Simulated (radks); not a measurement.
Results of a calculation; reference values are marked as such.
Ho II, configuration [Kr] 4d10 4f11 5s1 5p6 6s2 (not the ground configuration). Code: a radial shooting solver on a logarithmic mesh with Libxc functionals. Model: scalar-relativistic Kohn-Sham, BLYP, spin-polarised, spherical densities, finite nucleus; open shells are filled with parallel spins first (spin-orbit coupling, left out, can overturn this in heavy ions); Fermi nuclear charge, rms radius 5.2022 fm. Some entries of the table are withheld. Estimate them.

orbital  occ.  eigenvalue (eV)  <r> (bohr)  r(max) (bohr)
1s up       1        -55507.02     0.02074        0.01312
1s down     1        -55506.91     0.02074        0.01312
2s up       1        -9295.327     0.08810        0.07462
2s down     1        -9295.225     0.08809        0.07462
2p up       3        -8237.715     0.07806        0.06060
2p down     3        -8237.620     0.07806        0.06060
3s up       1        -2085.738      0.2299         0.2113
3s down     1        -2084.440      0.2298         0.2112
3p up       3        -1762.470      0.2289         0.2077
3p down     3        -1761.174      0.2288         0.2077
3d up       5        -1351.823      0.2079         0.1696
3d down     5        -1350.813      0.2078         0.1695
4s up       1        -422.9340      0.5190         0.4838
4s down     1        -420.1034      0.5191         0.4838
4p up       3        -316.5800      0.5504         0.5055
4p down     3        -313.7748      0.5504         0.5055
4d up       5        -172.8735      0.5969         0.5230
4d down     5        -170.0637      0.5969         0.5230
5s up       1         -63.4569       1.257          1.128
5s down     0         -61.2445       1.268          1.132
5p up       3         -38.0922         (1)          1.281
5p down     3         -36.3496         (2)          1.292
4f up       7         -16.6832         (3)         0.5234
4f down     4         -13.9903         (4)         0.5242
6s up       1         -10.5732       3.395          2.985
6s down     1         -10.3914       3.436          3.025

Answer. 
(1) 5p up <r> (bohr): 1.473
(2) 5p down <r> (bohr): 1.495
(3) 4f up <r> (bohr): 0.8137
(4) 4f down <r> (bohr): 0.8321
